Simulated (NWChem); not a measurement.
Everything below was run with NWChem. System: AgI, charge 0, spin multiplicity 1, at a geometry optimised with PBE0/def2-SVP with def2 effective core potentials on Ag, I. The structure started from a generated list of species.

Job file:

```
start mol
memory heap 200 mb stack 700 mb global 1700 mb
geometry units angstroms nocenter noautoz
  Ag     0.000000     0.000000    -1.368255
  I      0.000000     0.000000     1.213358
  symmetry group C2v
end
basis spherical
  * library def2-qzvp
end
ecp
  Ag library def2-ecp
  I library def2-ecp
end
basis "ri basis" bse spherical
  * library def2-qzvp-rifit
end
dft
  xc pbe0
  iterations 100
  direct
  tolerances tight
end
task dft energy
gw
  method cdgw
  states alpha occ 4 vir 2
end
task dft gw
```

The output up to the point where the run's verdict is printed (cleaned and shortened):

```
             Northwest Computational Chemistry Package (NWChem) 7.3.0
             --------------------------------------------------------

                                NWChem Input Module
                                -------------------

 Scaling coordinates for geometry "geometry" by  1.889725989
 (inverse scale =  0.529177249)

 Turning off AUTOSYM since
 SYMMETRY directive was detected!

                             Geometry "geometry" -> ""
                             -------------------------

 Output coordinates in angstroms (scale by  1.889725989 to convert to a.u.)

  No.       Tag          Charge          X              Y              Z
 ---- ---------------- ---------- -------------- -------------- --------------
    1 Ag                  47.0000     0.00000000     0.00000000    -1.36825500
    2 I                   53.0000     0.00000000     0.00000000     1.21335800

 Effective nuclear repulsion energy (a.u.)     510.6034588679

            Nuclear Dipole moment (a.u.)
            ----------------------------
        X                 Y               Z
 ---------------- ---------------- ----------------
     0.0000000000     0.0000000000    -0.0000207870

      Symmetry information
      --------------------

 Group name             C2v
 Group number             16
 Group order               4
 No. of unique centers     2

      Symmetry unique atoms

     1    2


 Summary of "ao basis" -> "" (spherical)
 ------------------------------------------------------------------------------
       Tag                 Description            Shells   Functions and Types
 ---------------- ------------------------------  ------  ---------------------
 *                         def2-qzvp                  on all atoms

 Summary of "ri basis" -> "" (spherical)
 ------------------------------------------------------------------------------
       Tag                 Description            Shells   Functions and Types
 ---------------- ------------------------------  ------  ---------------------
 *                      def2-qzvp-rifit               on all atoms
[...]
    24     -0.108698  1 Ag d -1              84     -0.086360  2 I  py
    29     -0.080803  1 Ag d -1              87      0.051660  2 I  py
    34     -0.049527  1 Ag d -1              15      0.045537  1 Ag py

 Vector   23  Occ=0.000000D+00  E=-1.146229D-01  Symmetry=a1
              MO Center= -1.0D-15, -8.9D-15, -1.7D+00, r^2= 5.0D+00
   Bfn.  Coefficient  Atom+Function         Bfn.  Coefficient  Atom+Function
  ----- ------------  ---------------      ----- ------------  ---------------
     6      0.526435  1 Ag s                  7      0.380311  1 Ag s
     3     -0.273546  1 Ag s                 94      0.232808  2 I  pz
     5      0.224887  1 Ag s                  4     -0.196547  1 Ag s
    91      0.195295  2 I  pz                19     -0.193697  1 Ag pz
    97      0.188138  2 I  pz                82     -0.140344  2 I  pz

 Vector   24  Occ=0.000000D+00  E=-1.008683D-02  Symmetry=b1
              MO Center=  7.9D-16,  6.3D-31, -1.5D+00, r^2= 9.6D+00
   Bfn.  Coefficient  Atom+Function         Bfn.  Coefficient  Atom+Function
  ----- ------------  ---------------      ----- ------------  ---------------
    20      0.609391  1 Ag px                17      0.486722  1 Ag px
    95     -0.254242  2 I  px                14      0.164320  1 Ag px
     8     -0.140117  1 Ag px                89     -0.134211  2 I  px
    11     -0.074313  1 Ag px                80      0.068674  2 I  px
   116      0.054472  2 I  d  1              92     -0.046542  2 I  px

 Vector   25  Occ=0.000000D+00  E=-1.008683D-02  Symmetry=b2
              MO Center=  6.2D-30,  8.5D-15, -1.5D+00, r^2= 9.6D+00
   Bfn.  Coefficient  Atom+Function         Bfn.  Coefficient  Atom+Function
  ----- ------------  ---------------      ----- ------------  ---------------
    21      0.609391  1 Ag py                18      0.486722  1 Ag py
    96     -0.254242  2 I  py                15      0.164320  1 Ag py
     9     -0.140117  1 Ag py                90     -0.134211  2 I  py
    12     -0.074313  1 Ag py                81      0.068674  2 I  py
   114     -0.054472  2 I  d -1              93     -0.046542  2 I  py

 center of mass
 --------------
 x =   0.00000000 y =   0.00000000 z =   0.06225274

 moments of inertia (a.u.)
 ------------------
        1380.977555094979           0.000000000000           0.000000000000
           0.000000000000        1380.977555094979           0.000000000000
           0.000000000000           0.000000000000           0.000000000000

     Multipole analysis of the density
     ---------------------------------

     L   x y z        total         alpha         beta         nuclear
     -   - - -        -----         -----         ----         -------
     0   0 0 0     -0.000000    -22.000000    -22.000000     44.000000

     1   1 0 0     -0.000000     -0.000000     -0.000000      0.000000
     1   0 1 0     -0.000000     -0.000000     -0.000000      0.000000
     1   0 0 1     -1.974145     -5.085043     -5.085043      8.195940

     2   2 0 0    -34.988614    -17.494307    -17.494307      0.000000
     2   1 1 0     -0.000000     -0.000000     -0.000000      0.000000
     2   1 0 1     -0.000000     -0.000000     -0.000000      0.000000
     2   0 2 0    -34.988614    -17.494307    -17.494307      0.000000
     2   0 1 1     -0.000000     -0.000000     -0.000000      0.000000
     2   0 0 2    -28.811352   -143.635805   -143.635805    258.460258

 Task  times  cpu:       93.8s     wall:       93.8s

                                NWChem Input Module
                                -------------------

                                 NWChem GW Module
                                 ----------------

                             ***********************
                             ***        GW       ***
                             ***********************

  bas_tag_lib: failed to locate basis ag_def2-qzvp-rifit in file libraries.bse/
```

The run crashed. NWChem stopped with the message: bas_tag_lib: no such basis available.
